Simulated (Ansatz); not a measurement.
```yaml
crystal:
  periodic: [false, false, false]
  atoms:
    - {symbol: Cl, position_ang: [-0.842882, 0.649663, -2.300333]}
    - {symbol: Si, position_ang: [0.216626, 1.369163, -0.684205]}
    - {symbol: Xx, position_ang: [-0.031295, 0.436951, 0.612245]}
    - {symbol: Ge, position_ang: [-0.137356, -1.322440, 0.898123]}
    - {symbol: H, position_ang: [1.640241, 1.366846, -1.093954]}
    - {symbol: H, position_ang: [-0.272078, 2.733470, -0.396862]}
    - {symbol: H, position_ang: [0.986796, -2.005334, 0.104068]}
    - {symbol: H, position_ang: [-1.521893, -1.789950, 0.434249]}
    - {symbol: H, position_ang: [0.050338, -1.484669, 2.409568]}
basis:
  gaussian: {orbitals: pcseg-2}
hamiltonian: {xc: {name: wB97X}}
output: {forces: true}
```

```sh
$ ansatz run in.yaml --threads 2 --pin off --events-out ev --progress --plain --max-ram 32768MiB --backend cpu
```

It prints (some lines left out):

```
Error: YAML parse error: error: line 6 column 16: `Xx` is not an element symbol (H … Og, case-exact)
 --> <input>:6:16
4 |     - {symbol: Cl, position_ang: [-0.842882, 0.649663, -2.300333]}
5 |     - {symbol: Si, position_ang: [0.216626, 1.369163, -0.684205]}
6 |     - {symbol: Xx, position_ang: [-0.031295, 0.436951, 0.612245]}
7 |     - {symbol: Ge, position_ang: [-0.137356, -1.322440, 0.898123]}
8 |     - {symbol: H, position_ang: [1.640241, 1.366846, -1.093954]}
```

Q: Something in this input is off. What?

A: An element symbol is wrong. The program refused the input.
